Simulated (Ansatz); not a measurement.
Ansatz (an electronic-structure program) input (B3LYP-D3(BJ)/def2-TZVP):

Ansatz 0.2 input:
```yaml
crystal:
  periodic: [false, false, false]
  atoms:
    - {symbol: C, position_ang: [-1.41672292, -0.01915116, 0.41846249]}
    - {symbol: C, position_ang: [-0.24274919, 0.25026849, -0.51138643]}
    - {symbol: C, position_ang: [1.06765955, -0.18954668, 0.09014861]}
    - {symbol: O, position_ang: [1.22122206, -0.69680781, 1.16650596]}
    - {symbol: O, position_ang: [2.09337736, 0.05572420, -0.74130099]}
    - {symbol: H, position_ang: [-1.28381001, 0.51314171, 1.35646334]}
    - {symbol: H, position_ang: [-1.48437978, -1.08054790, 0.64143218]}
    - {symbol: H, position_ang: [-2.34590933, 0.30468532, -0.04258825]}
    - {symbol: H, position_ang: [-0.36343772, -0.27697470, -1.46020351]}
    - {symbol: H, position_ang: [-0.15942785, 1.31464472, -0.74158908]}
    - {symbol: H, position_ang: [2.92835952, -0.23303221, -0.34073279]}
basis:
  gaussian:
    orbitals: def2-TZVP
hamiltonian:
  xc: b3lyp
  dispersion: d3bj
relax: {f_tol: 0.002, max_steps: 150}
```

End of the output:

```
the calculation of the forces begins
reference -7306.74592430 eV, -268.5179600277 hartree; 20, 20 occupied and 171, 171 virtual orbitals, 1106 factors
Total energy: -7307.06504783 eV, -268.5296876011 hartree
Atom 0 at    -1.420326    -0.019815     0.421291 Å, force    -0.000099    -0.000153    -0.000059 eV/Å
Atom 1 at    -0.240515     0.244867    -0.501596 Å, force    -0.000029    -0.000005     0.000010 eV/Å
Atom 2 at     1.078863    -0.188208     0.083857 Å, force    -0.000055     0.000138    -0.000138 eV/Å
Atom 3 at     1.244782    -0.697443     1.160995 Å, force    -0.000096     0.000050     0.000302 eV/Å
Atom 4 at     2.105616     0.065409    -0.764376 Å, force     0.000176     0.000021    -0.000188 eV/Å
Atom 5 at    -1.304079     0.509959     1.366464 Å, force     0.000115    -0.000012    -0.000031 eV/Å
Atom 6 at    -1.507422    -1.081714     0.649949 Å, force    -0.000083     0.000026    -0.000044 eV/Å
Atom 7 at    -2.348272     0.309642    -0.047104 Å, force     0.000066    -0.000053     0.000031 eV/Å
Atom 8 at    -0.355990    -0.269540    -1.459659 Å, force    -0.000076     0.000018     0.000038 eV/Å
Atom 9 at    -0.154085     1.306314    -0.749836 Å, force     0.000085     0.000031     0.000094 eV/Å
Atom 10 at     2.915609    -0.237066    -0.324775 Å, force    -0.000004    -0.000061    -0.000016 eV/Å
Dipole moment:    -0.050886     0.141299    -0.297791 e Å
```
